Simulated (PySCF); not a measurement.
# How methods differ on the interval between two levels of Os⁺

Os⁺ [Xe] 4f14 5d6 6s1 [6D9/2, M_J = 9/2] → Os⁺ [Xe] 4f14 5d5 6s2 [6S5/2, M_J = 5/2], as a difference of total energies. Computed with PySCF 2.14 in x2c-SVPall-2c with one added diffuse shell each of s, d type (8s9p10d2f, 99 functions), with the two-component X2C-1e Hamiltonian. "Screened" scales the spin-orbit matrix elements by Boettger's factors to mimic the two-electron term; Breit and QED terms are absent.

```
                   method  interval between two levels (cm⁻¹)  error (cm⁻¹)
          GHF (spin-free)                              8303.0          +411
GHF (screened spin-orbit)                               11215         +3323
```

Reference: 7891.9 cm⁻¹ (measured; NIST Handbook of Basic Atomic Spectroscopic Data (Sansonetti and Martin, J. Phys. Chem. Ref. Data 34, 1559 (2005))).

The spin-free rows relax to the high-spin LS determinant and lack the spin-orbit shift.

Errors of the correlated levels include the incompleteness of this basis and the frozen core.

The labels give the starting determinants; with spin-orbit coupling the two ends relaxed to ⟨J²⟩ = 24.77, ⟨L²⟩ = 6.66, ⟨S²⟩ = 8.43 and ⟨J²⟩ = 8.78, ⟨L²⟩ = 0.31, ⟨S²⟩ = 8.45.
